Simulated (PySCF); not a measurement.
```xyz
4
charge 1 multiplicity 1, angstrom
S     0.0000    0.0000   -1.0611
Y     0.0000    0.0000    1.5270
Y     2.4323    0.0000   -0.5727
Y    -2.4323    0.0000   -0.5727
```

These are results of PBE0/[S def2-TZVP, Y def2-TZVP with ECP28], scalar-relativistic core potentials, density fitting, no spin–orbit coupling, PySCF, not measurements.

This geometry of Y₃S⁺ is a stationary point at this level.

Question: What is the point group?

Answer: C2v.

Question: Is it a minimum?

Answer: No: it has 1 imaginary mode, at 57i cm⁻¹ (b1).

Question: List the harmonic modes with their infrared intensities.

Answer: 
| symmetry | ω (cm⁻¹) | IR (km/mol) |
| --- | --- | --- |
| b1 | 57i | – |
| b2 | 120 | 10.1 |
| a1 | 131 | 0.1 |
| a1 | 191 | 1.0 |
| a1 | 313 | 2.0 |
| b2 | 372 | 66.3 |

Question: What are the dipole moment and the gap between the highest occupied and lowest empty levels?

Answer: 0.72 D about the centre of mass and 1.30 eV.

In C2v the vibrations span b1 + 2b2 + 3a1. Here b1 is antisymmetric to the molecular plane and b2 lies in it.

Stability towards spin polarisation was not tested. Only a few start shapes were tried, so a lower isomer may exist. The small gap makes a closed-shell description doubtful.
